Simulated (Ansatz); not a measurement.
```yaml
crystal:
  periodic: [false, false, false]
  atoms:
    - {symbol: C, position_ang: [0.192029, -0.661560, -1.350186]}
    - {symbol: C, position_ang: [0.455677, -0.380798, 0.129907]}
    - {symbol: C, position_ang: [1.942139, -0.586837, 0.418274]}
    - {symbol: C, position_ang: [-0.358126, -1.350711, 0.982662]}
    - {symbol: C, position_ang: [0.054293, 1.065370, 0.461066]}
    - {symbol: Zr, position_ang: [-1.849417, 1.810121, -0.374196]}
    - {symbol: F, position_ang: [-1.464123, 2.365118, -2.152245]}
    - {symbol: F, position_ang: [-3.144275, 0.416378, -0.295249]}
    - {symbol: F, position_ang: [-2.335625, 3.282280, 0.724214]}
    - {symbol: H, position_ang: [0.540468, -1.659397, -1.630154]}
    - {symbol: H, position_ang: [0.700893, 0.063023, -1.991845]}
    - {symbol: H, position_ang: [-0.880261, -0.636535, -1.586374]}
    - {symbol: H, position_ang: [2.244137, -1.618171, 0.211036]}
    - {symbol: H, position_ang: [2.167295, -0.372877, 1.466309]}
    - {symbol: H, position_ang: [2.556038, 0.074804, -0.198877]}
    - {symbol: H, position_ang: [-0.176434, -1.179054, 2.047171]}
    - {symbol: H, position_ang: [-1.431654, -1.246998, 0.801311]}
    - {symbol: H, position_ang: [-0.083945, -2.385465, 0.759700]}
    - {symbol: H, position_ang: [0.793572, 1.763404, 0.031356]}
    - {symbol: H, position_ang: [0.077317, 1.237914, 1.546140]}
basis:
  gaussian: {orbitals: def2-mTZVPP}
hamiltonian: {xc: {name: HF}}
correlation: {active_space: {window: {electrons: 6, orbitals: 2}}}
output: {forces: true}
```

```sh
$ ansatz run in.yaml --threads 4 --pin off --events-out ev --progress --plain --max-ram 46080MiB --backend cpu
```

Shortened log:

```
Functional definition: HF
2424 factors; integrals over basis functions are off by at most 1.3e-3 eV
mean field evaluation 1: about -14712.4679 eV, gradient 6.9e1 eV
mean field evaluation 2: about -14712.6346 eV, gradient 6.9e1 eV
mean field evaluation 4: about -14722.0026 eV, gradient 5.4e0 eV
mean field evaluation 8: about -14722.1157 eV, gradient 5.9e-1 eV
mean field -14722.11703494 eV, -541.0278220248 hartree, gradient 1.2e-6 eV, S^2 0.000000; 0 other end points of the search recorded, 0 dependent functions left out
reference -14722.11703494 eV, -541.0278220248 hartree; 40, 40 occupied and 215, 215 virtual orbitals, 2424 factors
Error: 6 electrons in 2 orbitals form no window around the highest filled level of the reference
```

Problem. Something in this input is off. What?

Solution. The active space doesn't fit the electrons. The run stopped with an error.
